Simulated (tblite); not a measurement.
Compound: CH6NOSi (doublet state).
Z-matrix (Å and degrees, GFN2-xTB geometry), rows numbered from 1:
```
C 
O   1  1.3878
Si  2  1.6357  1  129.24
N   3  1.7267  2  109.18  1    51.76
H   1  1.0942  2  110.64  3    71.97
H   1  1.0931  2  111.45  3   -48.83
H   1  1.0918  2  108.18  3  -168.87
H   3  1.4562  2   97.08  1   177.52
H   4  1.0141  3  118.21  2    43.00
H   4  1.0065  3  119.48  2  -178.40
```

Method: GFN2-xTB as coded in tblite; computed harmonic values from a numerical Hessian at the method's own geometry, unscaled. Errors from tens to a few hundred cm⁻¹ against measured bands are possible. Modes of hydrogen on silicon can be 10 to 20 % off. One conformer, not necessarily the lowest. Open shells enter through the occupations alone, without spin polarisation, and single modes of such species can be off by tens of per cent.

Harmonic wavenumbers (cm⁻¹): 76.9, 101.0, 189.9, 235.2, 321.4, 510.3, 557.8, 654.3, 723.1, 819.8, 883.6, 1138.5, 1147.4, 1158.8, 1421.2, 1486.7, 1492.8, 1509.1, 2284.2, 2931.8, 2952.5, 2978.5, 3348.7, 3508.1.

A = 12130, B = 4073, C = 3252 MHz; mass 76.022 u (most abundant isotopes); point group C1, symmetry number 1; spin multiplicity 2.

Q: Zero-point energy?

A: ½Σν̃ = 16216 cm⁻¹ = 46.36 kcal/mol.

Q: Entropy at 200 K, 1 bar (ideal gas, RRHO, classical rotation)?

A: Translation 36.94, rotation 23.92, vibration 9.92, spin (R ln 2) 1.38: S = 72.2 cal/(mol K).

Q: And Cp and H(200 K) − H(0)?

A: Cp = 18.84 cal/(mol K), of which vibrations give 10.89 (their classical limit is 24 R = 47.7); H(200 K) − H(0) = 2.71 kcal/mol without the zero-point energy, 1.12 from vibrations.

Q: What must be added to the electronic energy to get the Gibbs energy at 200 K and 1 bar?

A: ZPE + [H(200 K) − H(0)] − T·S = 46.36 + 2.71 − 14.43 = 34.64 kcal/mol.

Q: How do the functions run with temperature in this model?

A: 
```
 T (K)  S (cal/(mol K))  Cp (cal/(mol K))  H − H(0) (kcal/mol)  G − H(0) (kcal/mol)  ln q(vib)
   150             67.1              16.4                 1.82                -8.24       1.48
   250             76.6              21.2                 3.71               -15.45       2.88
298.15             80.5              23.4                 4.78               -19.23       3.54
   400             88.0              27.6                 7.38               -27.82       4.91
   600            100.5              34.1                13.60               -46.72       7.47
   900            115.7              40.6                24.87               -79.23      10.97
```

q(vib) and H(0) count from the zero-point level.

Hindered rotation and anharmonicity are outside this model. Other conformers, if any are populated, would add a mixing term that is left out. The structure is chiral; the term R ln 2 for an equal mix with its mirror image is left out.

On Arm Neoverse N1, one thread, shared host, this took 0.24 s. This covers the Hessian and the dipole derivatives.
